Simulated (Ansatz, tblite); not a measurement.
Removing and adding an electron: BiH₂F. Charge 0, multiplicity 1. Geometry: PBE-D4/def2-TZVP. Ansatz, gas phase; energy differences of separate SCF runs; the oxidised species was run as a doublet alone; the reduced species was run as a doublet alone.

```xyz
4

Bi    0.2367   -0.4468    0.6006
H    -1.4913    0.0745    0.3814
H     0.2500   -1.0253   -1.1230
F     1.0046    1.3976    0.1410
```

In the def2 sets Bi takes a core potential; there is no spin–orbit coupling. The xTB rows come from tblite. Correlated methods freeze 5 core orbitals; core or outer-core shells of Bi are correlated, in sets that lack core-valence functions.

```
               level  −HOMO (eV)  vertical IE (eV)  −LUMO (eV)  vertical EA (eV)  HOMO–LUMO gap (eV)  IE − EA (eV)                       remarks
            GFN1-xTB       11.29             15.09        5.30              1.43                5.99         13.67                             –
            GFN2-xTB       11.09             14.63        4.81              0.92                6.28         13.71                             –
       HF/def2-TZVPD           –                 –           –             -0.48                   –             –  HOMO above zero (-1 doublet)
       HF/def2-TZVPP           –              9.90           –                 –                   –             –                             –
    PBE-D4/def2-TZVP        6.90             10.19        2.56                 –                4.34             –                             –
   PBE-D4/def2-TZVPD        6.97                 –        2.66              0.13                4.32             –  HOMO above zero (-1 doublet)
 r2SCAN-D4/def2-TZVP        7.22             10.33        2.29                 –                4.93             –                             –
r2SCAN-D4/def2-TZVPD        7.27                 –        2.36              0.12                4.91             –  HOMO above zero (-1 doublet)
   PBE0-D4/def2-TZVP        8.09             10.43        1.78                 –                6.31             –                             –
  PBE0-D4/def2-TZVPD        8.13                 –        1.87              0.13                6.26             –  HOMO above zero (-1 doublet)
      MP2/def2-TZVPD           –                 –           –              0.01                   –             –  HOMO above zero (-1 doublet)
      MP2/def2-TZVPP           –             10.65           –                 –                   –             –                             –
     CCSD/def2-TZVPD           –                 –           –             -0.03                   –             –  HOMO above zero (-1 doublet)
     CCSD/def2-TZVPP           –             10.55           –                 –                   –             –                             –
  CCSD(T)/def2-TZVPD           –                 –           –              0.00                   –             –  HOMO above zero (-1 doublet)
  CCSD(T)/def2-TZVPP           –             10.50           –                 –                   –             –                             –
```

   A HOMO above zero means that the electron is unbound at that level or that self-interaction error raises the level; the energy of removing that electron tells which. Raw xTB energy differences between charge states are shifted by several eV; the methods need an empirical correction for them. A negative affinity means that the extra electron isn't bound; its size then hangs on the basis.
